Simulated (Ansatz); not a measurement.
Input and output for ClH4N3W, SMILES `[NH]=[W](=[NH])([NH2])[Cl]`.

```yaml
crystal:
  periodic: [false, false, false]
  atoms:
    - {symbol: N, position_ang: [-1.192448, 1.225527, -0.384071]}
    - {symbol: W, position_ang: [0.258377, 0.375956, 0.092899]}
    - {symbol: N, position_ang: [1.237987, -0.140403, -1.259279]}
    - {symbol: N, position_ang: [-0.313649, -1.233021, 1.014822]}
    - {symbol: Cl, position_ang: [1.518001, 1.757731, 1.434511]}
    - {symbol: H, position_ang: [-1.844618, 1.655950, -1.020544]}
    - {symbol: H, position_ang: [1.503182, -0.225371, -2.227892]}
    - {symbol: H, position_ang: [0.153852, -2.120944, 0.916126]}
    - {symbol: H, position_ang: [-1.232183, -1.341625, 1.416329]}
basis:
  gaussian: {orbitals: def2-TZVP}
hamiltonian: {xc: {name: PBEsol}}
output: {forces: true}
```

```sh
$ ansatz run in.yaml --threads 4 --pin off --events-out ev --progress --plain --max-ram 10444MiB
```

Output, abridged:

```
Functional definition: PBEsol
1221 factors; their error is unknown
mean field evaluation 1: about -18812.1088 eV, gradient 1.3e2 eV
mean field evaluation 2: about -18587.4088 eV, gradient 3.1e2 eV
mean field evaluation 4: about -18836.4779 eV, gradient 5.4e1 eV
mean field evaluation 8: about -18842.7317 eV, gradient 1.8e0 eV
mean field evaluation 16: about -18842.7208 eV, gradient 1.3e-2 eV
mean field -18842.72077459 eV, -692.4572164111 hartree, gradient 6.8e-5 eV, S^2 0.000000; 0 other end points of the search recorded, 0 dependent functions left out
reference -18842.72081645 eV, -692.4572179495 hartree; 28, 28 occupied and 166, 166 virtual orbitals, 1221 factors
Total energy: -18842.72081645 eV, -692.4572179495 hartree
Atom 0 at    -1.192448     1.225527    -0.384071 Å, force    -0.278651     0.117393     0.108169 eV/Å
Atom 1 at     0.258377     0.375956     0.092899 Å, force     0.316078     0.053893     0.789404 eV/Å
Atom 2 at     1.237987    -0.140403    -1.259279 Å, force     0.250999    -0.180107    -0.082742 eV/Å
Atom 3 at    -0.313649    -1.233021     1.014822 Å, force     0.147226     0.322625    -0.094885 eV/Å
Atom 4 at     1.518001     1.757731     1.434511 Å, force    -0.026050    -0.020974    -0.039866 eV/Å
Atom 5 at    -1.844618     1.655950    -1.020544 Å, force    -0.337518     0.222199    -0.325570 eV/Å
Atom 6 at     1.503182    -0.225371    -2.227892 Å, force     0.139948    -0.046214    -0.497373 eV/Å
Atom 7 at     0.153852    -2.120944     0.916126 Å, force     0.241987    -0.430047    -0.054115 eV/Å
Atom 8 at    -1.232183    -1.341625     1.416329 Å, force    -0.454018    -0.038767     0.196977 eV/Å
Dipole moment:    -0.373728    -0.484755    -0.277838 e Å
```

Hardware: 4 threads of an Arm Neoverse V2 on a shared host. Wall time 2 s, peak host memory 0.44 GiB.
